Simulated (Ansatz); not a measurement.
Ansatz (an electronic-structure program) input (B3LYP-D3(BJ)/def2-TZVP):

Ansatz 0.2 input:
```yaml
crystal:
  periodic: [false, false, false]
  atoms:
    - {symbol: Br, position_ang: [-0.00000000, -0.00000000, -0.04054719]}
    - {symbol: H, position_ang: [0.00000000, 0.00000000, 1.41915152]}
basis:
  gaussian:
    orbitals: def2-TZVP
hamiltonian:
  xc: b3lyp
  dispersion: d3bj
total_charge: 1
magnetization: {spin_polarized: true, initial_magnetization: 1}
phonons: {temperatures: {t_min: 298.15, t_max: 298.15, t_step: 100}}
```

Output:

```
Functional definition: B3LYP
integrals: 0.01 GiB planned
396 factors; integrals over basis functions are off by at most 3.9e-4 eV
mean field: 0.16 GiB planned
mean field evaluation 1: about -70051.2003 eV, gradient 1.1e1 eV
mean field evaluation 2: about -70051.5221 eV, gradient 1.1e1 eV
mean field evaluation 4: about -70051.7932 eV, gradient 2.0e-1 eV
mean field evaluation 8: about -70051.7980 eV, gradient 2.3e-3 eV
mean field -70051.79795290 eV, -2574.3560919551 hartree, gradient 1.5e-5 eV, S^2 0.752672; 0 other end points of the search recorded, 0 dependent functions left out
the calculation of the forces begins
reference -70051.79810643 eV, -2574.3560975972 hartree; 18, 17 occupied and 36, 37 virtual orbitals, 396 factors
these checks for a lower state are left out or cut short: stability, starts, cluster_reference, orbital_swaps, neighbouring_geometries, increment
integrals: 0.01 GiB planned
396 factors; integrals over basis functions are off by at most 3.9e-4 eV
mean field: 0.16 GiB planned
mean field evaluation 16: about -70051.7934 eV, gradient 7.1e-2 eV
mean field -70051.79795290 eV, -2574.3560919551 hartree, gradient 6.4e-7 eV, S^2 0.752672; 0 other end points of the search recorded, 0 dependent functions left out
the calculation of the forces begins
reference -70051.79810643 eV, -2574.3560975973 hartree; 18, 17 occupied and 36, 37 virtual orbitals, 396 factors
these checks for a lower state are left out or cut short: stability, starts, cluster_reference, orbital_swaps, neighbouring_geometries, increment
integrals: 0.01 GiB planned
396 factors; integrals over basis functions are off by at most 3.9e-4 eV
mean field: 0.16 GiB planned
mean field -70051.79795290 eV, -2574.3560919551 hartree, gradient 6.4e-7 eV, S^2 0.752672; 0 other end points of the search recorded, 0 dependent functions left out
the calculation of the forces begins
reference -70051.79810643 eV, -2574.3560975973 hartree; 18, 17 occupied and 36, 37 virtual orbitals, 396 factors
these checks for a lower state are left out or cut short: stability, starts, cluster_reference, orbital_swaps, neighbouring_geometries, increment
integrals: 0.01 GiB planned
396 factors; integrals over basis functions are off by at most 3.9e-4 eV
mean field: 0.16 GiB planned
mean field evaluation 32: about -70051.7980 eV, gradient 2.1e-5 eV
mean field -70051.79795290 eV, -2574.3560919551 hartree, gradient 3.3e-7 eV, S^2 0.752672; 0 other end points of the search recorded, 0 dependent functions left out
the calculation of the forces begins
reference -70051.79810643 eV, -2574.3560975973 hartree; 18, 17 occupied and 36, 37 virtual orbitals, 396 factors
these checks for a lower state are left out or cut short: stability, starts, cluster_reference, orbital_swaps, neighbouring_geometries, increment
integrals: 0.01 GiB planned
396 factors; integrals over basis functions are off by at most 3.9e-4 eV
mean field: 0.16 GiB planned
mean field -70051.79795290 eV, -2574.3560919551 hartree, gradient 3.3e-7 eV, S^2 0.752672; 0 other end points of the search recorded, 0 dependent functions left out
the calculation of the forces begins
reference -70051.79810643 eV, -2574.3560975973 hartree; 18, 17 occupied and 36, 37 virtual orbitals, 396 factors
these checks for a lower state are left out or cut short: stability, starts, cluster_reference, orbital_swaps, neighbouring_geometries, increment
integrals: 0.01 GiB planned
396 factors; integrals over basis functions are off by at most 3.8e-4 eV
mean field: 0.16 GiB planned
mean field -70051.79788490 eV, -2574.3560894561 hartree, gradient 2.4e-6 eV, S^2 0.752667; 0 other end points of the search recorded, 0 dependent functions left out
the calculation of the forces begins
reference -70051.79803841 eV, -2574.3560950973 hartree; 18, 17 occupied and 36, 37 virtual orbitals, 396 factors
these checks for a lower state are left out or cut short: stability, starts, cluster_reference, orbital_swaps, neighbouring_geometries, increment
integrals: 0.01 GiB planned
396 factors; integrals over basis functions are off by at most 3.9e-4 eV
mean field: 0.16 GiB planned
mean field -70051.79788840 eV, -2574.3560895847 hartree, gradient 2.4e-6 eV, S^2 0.752676; 0 other end points of the search recorded, 0 dependent functions left out
the calculation of the forces begins
reference -70051.79804196 eV, -2574.3560952278 hartree; 18, 17 occupied and 36, 37 virtual orbitals, 396 factors
these checks for a lower state are left out or cut short: stability, starts, cluster_reference, orbital_swaps, neighbouring_geometries, increment
integrals: 0.01 GiB planned
396 factors; integrals over basis functions are off by at most 3.9e-4 eV
mean field: 0.16 GiB planned
mean field evaluation 64: about -70051.7980 eV, gradient 6.4e-7 eV
mean field -70051.79795290 eV, -2574.3560919551 hartree, gradient 6.4e-7 eV, S^2 0.752672; 0 other end points of the search recorded, 0 dependent functions left out
the calculation of the forces begins
reference -70051.79810643 eV, -2574.3560975973 hartree; 18, 17 occupied and 36, 37 virtual orbitals, 396 factors
these checks for a lower state are left out or cut short: stability, starts, cluster_reference, orbital_swaps, neighbouring_geometries, increment
integrals: 0.01 GiB planned
396 factors; integrals over basis functions are off by at most 3.9e-4 eV
mean field: 0.16 GiB planned
mean field -70051.79795290 eV, -2574.3560919551 hartree, gradient 6.4e-7 eV, S^2 0.752672; 0 other end points of the search recorded, 0 dependent functions left out
the calculation of the forces begins
reference -70051.79810643 eV, -2574.3560975973 hartree; 18, 17 occupied and 36, 37 virtual orbitals, 396 factors
these checks for a lower state are left out or cut short: stability, starts, cluster_reference, orbital_swaps, neighbouring_geometries, increment
integrals: 0.01 GiB planned
396 factors; integrals over basis functions are off by at most 3.9e-4 eV
mean field: 0.16 GiB planned
mean field -70051.79795290 eV, -2574.3560919551 hartree, gradient 3.3e-7 eV, S^2 0.752672; 0 other end points of the search recorded, 0 dependent functions left out
the calculation of the forces begins
reference -70051.79810643 eV, -2574.3560975973 hartree; 18, 17 occupied and 36, 37 virtual orbitals, 396 factors
these checks for a lower state are left out or cut short: stability, starts, cluster_reference, orbital_swaps, neighbouring_geometries, increment
integrals: 0.01 GiB planned
396 factors; integrals over basis functions are off by at most 3.9e-4 eV
mean field: 0.16 GiB planned
mean field -70051.79795290 eV, -2574.3560919551 hartree, gradient 3.3e-7 eV, S^2 0.752672; 0 other end points of the search recorded, 0 dependent functions left out
the calculation of the forces begins
reference -70051.79810643 eV, -2574.3560975973 hartree; 18, 17 occupied and 36, 37 virtual orbitals, 396 factors
these checks for a lower state are left out or cut short: stability, starts, cluster_reference, orbital_swaps, neighbouring_geometries, increment
integrals: 0.01 GiB planned
396 factors; integrals over basis functions are off by at most 3.9e-4 eV
mean field: 0.16 GiB planned
mean field -70051.79788840 eV, -2574.3560895847 hartree, gradient 2.4e-6 eV, S^2 0.752676; 0 other end points of the search recorded, 0 dependent functions left out
the calculation of the forces begins
reference -70051.79804196 eV, -2574.3560952278 hartree; 18, 17 occupied and 36, 37 virtual orbitals, 396 factors
these checks for a lower state are left out or cut short: stability, starts, cluster_reference, orbital_swaps, neighbouring_geometries, increment
integrals: 0.01 GiB planned
396 factors; integrals over basis functions are off by at most 3.8e-4 eV
mean field: 0.16 GiB planned
mean field evaluation 96: about -70051.7979 eV, gradient 5.4e-5 eV
mean field -70051.79788490 eV, -2574.3560894561 hartree, gradient 2.4e-6 eV, S^2 0.752667; 0 other end points of the search recorded, 0 dependent functions left out
the calculation of the forces begins
reference -70051.79803841 eV, -2574.3560950973 hartree; 18, 17 occupied and 36, 37 virtual orbitals, 396 factors
Total energy: -70051.81674212 eV, -2574.3567824462 hartree
Atom 0 at    -0.000000    -0.000000    -0.040547 Å, force     0.000000    -0.000000    -0.000435 eV/Å
Atom 1 at     0.000000     0.000000     1.419152 Å, force    -0.000000     0.000000     0.000435 eV/Å
Dipole moment:    -0.000000     0.000000     0.302015 e Å
Vibrations: 2406.60 cm⁻¹, zero-point energy 0.149190 eV
```
